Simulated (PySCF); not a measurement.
## Worked example: entropy of an ideal gas

CF3, SMILES F[C](F)F (connectivity only; charge and spin as stated), charge +1, multiplicity 1.

The structure is a stationary point at B3LYP-D3(BJ)/def2-TZVP. The multiplicity is an assumed one; other spin states were not compared. The isomer is the one that the SMILES or the coordinates give; other isomers of the formula were not compared.

B3LYP-D3(BJ)/def2-TZVP run with PySCF gives the harmonic wavenumbers 587, 587, 798, 1048, 1660, 1660 cm⁻¹ and the rotational temperatures 0.5574, 0.5574, 0.2787 K. The molar mass is 69.01 g/mol, the symmetry number 6, the spin multiplicity 1.

Problem. Work out the entropy at 298.15 K and 1 atm in the rigid-rotor, harmonic-oscillator model.

Solution. 
Translation (Sackur–Tetrode at 1 atm): S = R[1.5 ln M + 2.5 ln T − 1.16487] = 161.6 J/(mol K).
Rotation: q = (√π/σ) T^1.5/√(θA θB θC) = 5170, S = R[ln q + 3/2] = 83.6 J/(mol K).
Vibration: with u = 1.4388 ν/T, each mode gives R[u/(e^u − 1) − ln(1 − e^−u)]:
| ν (cm⁻¹) | modes | u | S (J/(mol K)) |
|---|---|---|---|
| 587 | 2 | 2.83 | 3.95 |
| 798 | 1 | 3.85 | 0.87 |
| 1048 | 1 | 5.06 | 0.32 |
| 1660 | 2 | 8.01 | 0.05 |
These are all the modes. Sum 5.2 J/(mol K).
Spin: R ln 1 = 0.0 J/(mol K).
Total 250.3 J/(mol K); the program's own thermochemistry gives 250.3. Translation makes up 65 % and vibration 2 %. Anharmonicity, hindered rotation and orbital degeneracy are left out.
